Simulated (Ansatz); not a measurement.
Geometry optimisation, RKS B3LYP-D4/def2-SVP (Ansatz).

Input file:

```yaml
crystal:
  periodic: [false, false, false]
  atoms:
    - { symbol: Ge, position_ang: [-0.612354, 0.488821, -0.752249] }
    - { symbol: H, position_ang: [-0.213852, -0.973438, -0.808548] }
    - { symbol: Cl, position_ang: [-2.302726, 0.851176, -2.03992] }
    - { symbol: Cl, position_ang: [-1.224936, 0.961212, 1.271458] }
    - { symbol: Cl, position_ang: [0.973993, 1.813504, -1.321564] }
    - { symbol: H, position_ang: [0.716843, -1.552186, 0.777054] }
    - { symbol: O, position_ang: [1.489186, -1.033734, 1.045713] }
    - { symbol: H, position_ang: [1.173845, -0.555354, 1.828055] }
basis:
  gaussian: { orbitals: def2-SVP }
hamiltonian:
  xc: b3lyp
  dispersion: d4
relax:
  f_tol: 0.03
  max_steps: 50
```

Launched with:

```bash
$ ansatz run input.yaml --threads 2 --pin off --max-ram 3072MiB --backend cpu --events-out ev --progress --plain --runs-dir out
```

Question: Where does it end, and by what steps?

Answer: The forces met the threshold. The force dipped under the threshold on the way, but the program's further checks kept it going. After 19 steps the energy has fallen by 0.223 eV; H8 moved furthest, 1.17 Å.

```csv
step,energy less start (eV),largest force component (eV/Å),accepted
0,0.0000,0.254,yes
1,-0.0348,1.206,yes
2,-0.0514,1.516,yes
3,-0.0892,0.792,yes
4,-0.0939,0.797,yes
5,-0.1241,0.288,yes
6,-0.1276,0.438,yes
7,-0.1453,0.123,yes
8,-0.1540,0.203,yes
9,-0.1460,1.011,no
10,-0.1605,0.041,yes
11,-0.1641,0.458,yes
12,-0.1648,0.888,yes
13,-0.2002,0.085,yes
14,-0.2140,0.064,yes
15,-0.2214,0.028,yes
16,-0.1652,1.397,no
17,-0.2221,0.026,yes
18,-0.2226,0.056,yes
19,-0.2232,0.003,yes
```

```xyz
8
Properties=species:S:1:pos:R:3
Ge -0.686 0.311 -0.726
H -0.415 -1.092 -1.248
Cl -2.123 1.259 -2.042
Cl -1.598 0.374 1.241
Cl 1.041 1.623 -0.740
H 0.722 -0.974 1.728
O 1.194 -1.100 0.892
H 1.864 -0.400 0.895
```

Run time: 83 s on 2 threads of Arm Neoverse V1, with other jobs on the host, peak memory 0.32 GiB.
